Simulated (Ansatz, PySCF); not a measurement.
The pair A = HF (SMILES F) (first 2 atoms), B = C2H6 (SMILES CC); geometry from B3LYP-D3(BJ)/def2-TZVP.
(charge 0, multiplicity 1):
```xyz
10

F     -0.0571     0.5131    -0.0391
H     -0.4248     0.5004     0.8130
C      0.8032    -0.2901     3.4242
C     -0.5996     0.2131     3.0958
H      1.4223    -0.3534     2.5278
H      0.7683    -1.2833     3.8743
H      1.3046     0.3767     4.1274
H     -0.5713     1.2181     2.6618
H     -1.2269     0.2807     3.9860
H     -1.1148    -0.4638     2.4062
```

Cores are frozen in the correlated methods. Rows in 6-31G* carry no dispersion term and start afresh at each structure (6-31G* with six Cartesian d functions).

Programs: Ansatz (a program for electronic structure) with Gaussian orbitals; PySCF for 6-31G* rows. Each number belongs to the level named beside it.

Total energies (hartree), monomers frozen at their geometry in the pair:

| structure | HF/6-31G* | HF/aug-cc-pVDZ | MP2/aug-cc-pVDZ |
|---|---|---|---|
| AB | -179.2316414 | -179.2704650 | -179.8100198 |
| A in the pair's basis | -100.0041329 | -100.0332022 | -100.2567487 |
| B in the pair's basis | -79.2284635 | -79.2373120 | -79.5513230 |
| A | -100.0025613 | -100.0328793 | -100.2557918 |
| B | -79.2283923 | -79.2370962 | -79.5506357 |

**Question.** Work out the interaction energy without and with the counterpoise correction, and the superposition error, for each level.

**Answer.** 
E(AB) − E(A) − E(B), times 627.509 kcal/mol, with the monomers in their own basis and then in the pair's basis:
- HF/6-31G*: -0.43 uncorrected, 0.60 corrected; the monomers gain 1.03 kcal/mol from borrowed functions
- HF/aug-cc-pVDZ: -0.31 uncorrected, 0.03 corrected; the monomers gain 0.34 kcal/mol from borrowed functions
- MP2/aug-cc-pVDZ: -2.25 uncorrected, -1.22 corrected; the monomers gain 1.03 kcal/mol from borrowed functions
